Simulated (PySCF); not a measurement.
Sc(OH)2 (H₂O₂Sc), SMILES [OH][Sc][OH] (connectivity only; charge and spin as stated), neutral, multiplicity 2.

Coordinates come from a B3LYP-D3(BJ)/def2-TZVP optimisation. The values are those of a single conformer.

Level of theory: TDA-ωB97X/def2-SVPD (PySCF).

Vertical excitations. Gas-phase values at a fixed geometry.

| state | energy (eV) | λ (nm) | f | main pairs |
|---|---|---|---|---|
| root 1 | 0.49 | 2516 | 0.005 | α HOMO→LUMO+1 58 %, α HOMO→LUMO+4 41 % |
| root 2 | 0.52 | 2363 | 0.006 | α HOMO→LUMO 65 %, α HOMO→LUMO+5 33 % |
| root 3 | 1.67 | 742 | 0.000 | α HOMO→LUMO+6 99 % |
| root 4 | 1.93 | 643 | 0.014 | α HOMO→LUMO+7 65 %, α HOMO→LUMO+3 27 % |
| root 5 | 3.02 | 410 | 0.162 | α HOMO→LUMO+5 41 %, α HOMO→LUMO 24 %, α HOMO→LUMO+8 15 %, α HOMO→LUMO+2 13 % |
| root 6 | 3.30 | 376 | 0.262 | α HOMO→LUMO+4 55 %, α HOMO→LUMO+1 40 % |
| root 7 | 4.07 | 305 | 0.036 | α HOMO→LUMO+2 76 %, α HOMO→LUMO+5 14 % |
| root 8 | 4.24 | 292 | 0.095 | α HOMO→LUMO+3 72 %, α HOMO→LUMO+7 22 % |
| root 9 | 5.04 | 246 | 0.006 | α HOMO→LUMO+8 63 %, α HOMO→LUMO+10 12 %, α HOMO→LUMO+5 10 % |
| root 10 | 5.86 | 211 | 0.047 | β HOMO→LUMO 91 % |
Unrestricted roots are not spin-pure.
